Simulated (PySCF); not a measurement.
## Calculated properties of phthalide (`O1Cc2ccccc2C1=O`)

Phthalide, C8H6O2.
Geometry (GFN2-xTB, Å), atoms numbered from 1 in this order:
```
atom  x, y, z in Å
O1     1.8990   -2.5019   -0.6674
C2     1.6035   -1.3866   -0.3453
O3     2.5240   -0.4416   -0.0230
C4     1.9102    0.7914    0.3198
C5     0.4398    0.5498    0.1839
C6    -0.6468    1.3773    0.3831
C7    -1.9109    0.8467    0.1673
C8    -2.0846   -0.4723   -0.2341
C9    -0.9953   -1.3036   -0.4326
C10    0.2649   -0.7713   -0.2184
H11    2.2033    1.0584    1.3415
H12    2.2764    1.5681   -0.3612
H13   -0.5213    2.4027    0.6959
H14   -2.7778    1.4729    0.3144
H15   -3.0828   -0.8511   -0.3923
H16   -1.1092   -2.3300   -0.7429
```

Structural features include: ester and benzene ring.

From GFN2-xTB geometry:

```yaml
Point_group_of_the_GFN2-xTB_geometry: Cs
Rotational_constants_A_B_C_of_the_GFN2-xTB_geometry: 2.783, 1.271, 0.878 GHz
```

From PBE0/pcSseg-1 ground state and GIAO shieldings, non-relativistic (PySCF):

```yaml
Dipole_moment: 5.24 D
HOMO_energy: -7.84 eV
LUMO_energy: -1.53 eV
HOMO–LUMO_gap: 6.31 eV
Lowest_Hirshfeld_atomic_charge: -0.27 e on O1
Highest_Hirshfeld_atomic_charge: +0.19 e on C2
13C_chemical_shifts_computed_TMS_as_zero_by_class: 174.4 (C2), 154.1 (C5), 138.3 (C7), 133.8 (C8), 133.6 (C10), 133.1 (C9), 126.9 (C6), 71.5 (C4) ppm
1H_chemical_shifts_computed_TMS_as_zero_by_class: 8.36 (H16), 7.90 (H14), 7.84 (H15), 7.69 (H13), 5.44 (H11/H12) ppm
Isotropic_shieldings_of_nuclei_other_than_C_and_H_by_class: -77 (O1), 125 (O3) ppm
Mayer_bond_orders_between_heavy_atoms: O1–C2 2.01, C2–O3 1.04, O3–C4 0.90, C4–C5 1.04, C5–C6 1.40, C6–C7 1.45, C7–C8 1.43, C8–C9 1.44, C9–C10 1.38, C10–C2 1.00, C10–C5 1.33
```

Monoisotopic mass from the formula: 134.0368 u.

With B = h/(8π²I), that is 505.379 GHz u Å² over I, the principal moments of inertia are 181.6, 397.5 and 575.9 u Å² (most abundant isotopes); the inertial defect Ic − Ia − Ib is -3.2 u Å² (zero for a rigid planar frame, negative otherwise). In atomic units the dipole is 2.06 e·bohr (1 au = 2.5417 D). The rotational constants make it an asymmetric top with κ = (2B − A − C)/(A − C) = -0.59, nearer the prolate limit (−1).

Isolated species at its GFN2-xTB geometry, gas phase.
